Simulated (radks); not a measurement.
Q: The silver ion Ag3+, configuration [Kr] 4d8 (the NIST ground configuration). All-electron calculation, scalar-relativistic Kohn-Sham, PBE, spin-polarised, spherical densities, finite nucleus; open shells are filled with parallel spins first (spin-orbit coupling, left out, can overturn this in heavy ions); Fermi nuclear charge, rms radius 4.5454 fm. Program: a radial shooting solver on a logarithmic mesh with Libxc functionals. Some entries of the table are withheld. Estimate them.

orbital,occ.,eigenvalue (hartree),<r> (bohr)
1s down,1,-932.2813,0.03111
1s up,1,-932.2812,0.03111
2s up,1,-138.5168,0.1349
2s down,1,-138.5017,0.1349
2p up,3,-124.3968,0.1177
2p down,3,-124.3854,0.1177
3s up,1,-26.57898,0.3685
3s down,1,-26.57161,0.3685
3p up,3,-21.94191,0.3676
3p down,3,-21.93344,0.3675
3d up,5,(1),0.3457
3d down,5,(2),0.3457
4s up,1,(3),0.9062
4s down,1,(4),0.9053
4p up,3,-3.58655,0.9867
4p down,3,-3.52573,0.9863
4d up,5,(5),1.245
4d down,3,(6),1.253

A: 
(1) 3d up eigenvalue (hartree): -14.63180
(2) 3d down eigenvalue (hartree): -14.61839
(3) 4s up eigenvalue (hartree): -4.94042
(4) 4s down eigenvalue (hartree): -4.88135
(5) 4d up eigenvalue (hartree): -1.63449
(6) 4d down eigenvalue (hartree): -1.57560
